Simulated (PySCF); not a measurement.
Charge on either side of a bond

C6H8F3OP.
SMILES with atom numbers: `[CH2:1]=[CH:2][CH2:3][P@:4](=[O:5])([CH:6]=[CH2:7])[C:8]([F:9])([F:10])[F:11]` (hydrogens: H12, H13 on C1; H14 on C2; H15, H16 on C3; H17 on C6; H18, H19 on C7)

Structure used (GFN2-xTB), in Å, numbered top down from 1:
```
atom  x, y, z in Å
C1     2.7510    0.2402   -0.3452
C2     1.8179   -0.5132    0.2069
C3     0.8603   -0.0186    1.2385
P4    -0.8344    0.2985    0.5929
O5    -1.7717    0.8439    1.5701
C6    -1.4074   -1.1156   -0.3779
C7    -2.5970   -1.6230   -0.0997
C8    -0.4969    1.5601   -0.7794
F9    -1.6521    2.0868   -1.1926
F10    0.2660    2.5624   -0.3287
F11    0.1116    1.0617   -1.8638
H12    3.4197   -0.1451   -1.0946
H13    2.8780    1.2759   -0.0753
H14    1.7053   -1.5504   -0.0793
H15    1.1856    0.9322    1.6745
H16    0.7246   -0.7413    2.0491
H17   -0.7657   -1.4915   -1.1608
H18   -3.0146   -2.4596   -0.6357
H19   -3.1901   -1.1941    0.6934
```

Atomic charges (e) from the PBE0/pcSseg-1 density (PySCF):

```csv
atom,Mulliken,IAO,Hirshfeld,ESP-fitted
C1,-0.1075,-0.3007,-0.0941,-0.4344
C2,-0.2744,-0.1499,-0.0485,-0.0924
C3,-0.3844,-0.5157,-0.1092,-0.3690
P4,+0.8775,+1.4900,+0.4058,+0.6740
O5,-0.5725,-0.8983,-0.3812,-0.5775
C6,-0.4683,-0.4401,-0.1038,-0.2419
C7,-0.0833,-0.2446,-0.0501,-0.2879
C8,+0.6280,+0.5667,+0.2075,+0.4205
F9,-0.2544,-0.2685,-0.0891,-0.1656
F10,-0.2664,-0.2792,-0.0835,-0.1565
F11,-0.2629,-0.2811,-0.0915,-0.1777
H12,+0.1251,+0.1591,+0.0530,+0.1883
H13,+0.1204,+0.1528,+0.0472,+0.2040
H14,+0.1166,+0.1467,+0.0459,+0.1379
H15,+0.1794,+0.1750,+0.0580,+0.1671
H16,+0.1799,+0.1745,+0.0604,+0.1840
H17,+0.1545,+0.1705,+0.0501,+0.1524
H18,+0.1377,+0.1667,+0.0646,+0.1774
H19,+0.1552,+0.1760,+0.0585,+0.1973
```

Task: Cut each of the bonds C1–C2, C2–C3, C3–P4, C6–P4, C7–C6 and C8–P4 in turn and sum the charges on the side of the atom named first.

Result: In e; the other side holds the opposite charge:

| bond cut | piece | atoms | Mulliken | IAO | Hirshfeld | ESP-fitted |
| --- | --- | --- | --- | --- | --- | --- |
| C1–C2 | CH2 | 3 | +0.138 | +0.011 | +0.006 | -0.042 |
| C2–C3 | C2H3 | 5 | -0.020 | +0.008 | +0.003 | +0.003 |
| C3–P4 | C3H5 | 8 | -0.045 | -0.158 | +0.013 | -0.015 |
| C6–P4 | C2H3 | 5 | -0.104 | -0.172 | +0.019 | -0.003 |
| C7–C6 | CH2 | 3 | +0.210 | +0.098 | +0.073 | +0.087 |
| C8–P4 | CF3 | 4 | -0.156 | -0.262 | -0.057 | -0.079 |

Extremes among these pieces. Mulliken: lowest CF3 at C8, highest CH2 at C7; IAO: lowest CF3 at C8, highest CH2 at C7; Hirshfeld: lowest CF3 at C8, highest CH2 at C7; ESP-fitted: lowest CF3 at C8, highest CH2 at C7.

Task: Do the schemes agree better on the pieces than on the single atoms at the cuts?

Result: The spread between schemes averages 0.152 e for the pieces and 0.333 e for the atoms named first; it is smaller for the piece at 6 of the 6 cuts. On average they agree better on the pieces. The sign differs between schemes (beyond ±0.03 e) for CH2 at C1.

Isolated species at its GFN2-xTB geometry (one conformer only).
